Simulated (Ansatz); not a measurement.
Program: Ansatz. Geometries: PBE0-D4/def2-TZVP. ΔE: electronic, gas phase. CCSD(T)/CBS is the MP2 limit (def2-TZVPP, def2-QZVPP) plus CCSD(T) − MP2 in def2-TZVPP, frozen cores. This one scheme is used for every species. DFT in def2-TZVPP. B3LYP here is the variant with VWN-RPA as its local correlation; programs differ in this. For Se outer-core shells are correlated without core-valence functions, which leaves a few kJ/mol of doubt a bond. Scalar relativity is left out up to krypton. Each species was taken in one conformer, which may not be the lowest.

Reaction (ligand exchange at the Si–C bond): `ClC[SiH2][SeH]` + CH₃SH → `CS[SiH2][SeH]` + `CCl`

```csv
level,ΔE (kJ/mol),difference from CCSD(T)/CBS
PBE-D4,-70.0,-3.3
r2SCAN-D4,-69.4,-2.7
PBE0-D4,-70.1,-3.4
B3LYP-D4,-67.8,-1.1
ωB97X-V,-65.3,1.4
ωB97M-V,-65.0,1.7
B2PLYP,-65.3,1.4
PBE,-67.5,-0.8
r2SCAN,-68.9,-2.2
PBE0,-67.9,-1.2
B3LYP,-63.7,3.0
HF/def2-TZVPP,-62.9,3.8
MP2/def2-TZVPP,-68.1,-1.4
SCS-MP2/def2-TZVPP,-65.0,1.7
CCSD/def2-TZVPP,-62.0,4.7
CCSD(T)/def2-TZVPP,-63.4,3.3
HF/def2-QZVPP,-62.5,4.2
MP2/def2-QZVPP,-69.8,-3.1
SCS-MP2/def2-QZVPP,-66.8,-0.1
HF/CBS(def2),-62.5,4.2
MP2/CBS(def2),-71.4,-4.7
CCSD/CBS(def2),-65.3,1.4
CCSD(T)/CBS,-66.7,0
```

Largest T1 diagnostic among the species: 0.010.

The D4 term adds −4.1 kJ/mol with B3LYP and −2.2 kJ/mol with PBE0; it sums over pairs of atoms, weighted by their polarisabilities, and B3LYP, whose exchange is more repulsive, gets the larger term.
